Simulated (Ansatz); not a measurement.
Reaction (ligand exchange at the Si–O bond): `[SiH3]OB1N[SiH2]1` + `[OH][Hf]([Cl])([Cl])[Cl]` → `[SiH3][O][Hf]([Cl])([Cl])[Cl]` + `OB1N[SiH2]1`

Calculated with Ansatz (gas phase, PBE0-D4/def2-TZVP geometries, no zero-point term in ΔE). CBS: MP2 limit from def2 TZ/QZ plus the TZ coupled-cluster correction, frozen cores. def2 core potentials past Kr. For Hf outer-core shells are correlated without core-valence functions, which leaves a few kJ/mol of doubt a bond. Each species was taken in one conformer, which may not be the lowest.

| level | ΔE (kcal/mol) |
| --- | --- |
| MP2/def2-TZVPP | -4.3 |
| HF/CBS(def2) | -3.6 |

Q: What does CCSD(T)/CBS give? (Best estimate.)

A: Computed: -3.4 kcal/mol. The listed levels differ from it by -0.9, -0.2 kcal/mol.

Largest T1 diagnostic among the species: 0.014.

In def2-TZVPP, CCSD(T) changes the Hartree–Fock value by −0.8 kcal/mol (the triples alone add −0.1 kcal/mol) and MP2 by −0.8 kcal/mol.
